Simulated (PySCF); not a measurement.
Vertical excitations of a molecule CH6ClFSi2 from TDA-PBE/def2-SVPD in PySCF, as energy in eV (oscillator strength): 6.61 (0.000), 6.72 (0.007), 6.98 (0.001), 7.04 (0.003), 7.12 (0.002), 7.17 (0.006), 7.24 (0.010), 7.32 (0.048), 7.51 (0.004), 7.61 (0.007). Lowest triplet (TDA): 6.36 eV. Coordinates come from a PBE0-D3(BJ)/def2-SVP optimisation. One conformer was computed; it need not be the lowest.

Identify the compound among the candidates.
A. C[Si@H](F)[SiH2]Cl
B. C[Si@@](F)([SiH3])Cl
C. F[SiH2]C[SiH2]Cl
D. F[Si@H](Cl)C[SiH3]

C, F[SiH2]C[SiH2]Cl
